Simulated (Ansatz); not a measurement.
Input file for Ansatz (a quantum-chemistry and plane-wave program): R-CCSD(T)/cc-pV(D+d)Z on SiH4 (SMILES [SiH4]). The basis file is the Basis Set Exchange's JSON of that set.

Ansatz 0.2 input:
```yaml
crystal:
  periodic: [false, false, false]
  atoms:
    - {symbol: Si, position_ang: [0.00000000, -0.00000000, -0.00000000]}
    - {symbol: H, position_ang: [0.85467615, 0.85467615, 0.85467615]}
    - {symbol: H, position_ang: [-0.85467615, -0.85467615, 0.85467615]}
    - {symbol: H, position_ang: [-0.85467615, 0.85467615, -0.85467615]}
    - {symbol: H, position_ang: [0.85467615, -0.85467615, -0.85467615]}
basis:
  gaussian:
    orbitals: cc-pV_D+d_Z.json
magnetization: {spin_polarized: false}
correlation: {method: ccsd_t, electrons: outside_noble_gas}
scf: {lower_state_search: off}
```

Give the final energy of this run.

-291.3998 hartree (reference determinant -291.2500, T1 diagnostic 0.010).
